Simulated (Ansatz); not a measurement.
`[OH][Ga]([Cl])[Cl]` + H₂S → `[SH][Ga]([Cl])[Cl]` + H₂O  (ligand exchange at a Ga–O bond)

Computed with Ansatz on PBE0-D4/def2-TZVP structures; ΔE is electronic, products minus reactants. CCSD(T)/CBS adds triple-zeta CCSD(T) − MP2 to the extrapolated MP2 energy (def2 sets, frozen cores). This one scheme is used for every species. Functionals use def2-TZVPP. B3LYP here is the variant with VWN-RPA as its local correlation; programs differ in this. For Ga outer-core shells are correlated without core-valence functions, which leaves a few kJ/mol of doubt a bond. Scalar relativity is left out up to krypton. Each species was taken in one conformer, which may not be the lowest.

CCSD(T)/CBS gives -39.1 kJ/mol.

**Question.** Another level gave -32.5 kJ/mol. Which?
A. CAM-B3LYP/def2-TZVPP
B. PBE-D4/def2-TZVPP
C. LC-ωPBE/def2-TZVPP
D. B3LYP-D4/def2-TZVPP

**Answer.** C. LC-ωPBE -32.5, B3LYP-D4 -37.1, CAM-B3LYP -27.9, PBE-D4 -41.2 kJ/mol.

Largest T1 diagnostic among the species: 0.012.

From BLYP to BHLYP (50 % exact exchange), in def2-TZVPP and without D4, ΔE moves by −4.0 kJ/mol. The D4 term adds −5.2 kJ/mol with B3LYP and −2.8 kJ/mol with PBE0; it sums over pairs of atoms, weighted by their polarisabilities, and B3LYP, whose exchange is more repulsive, gets the larger term.
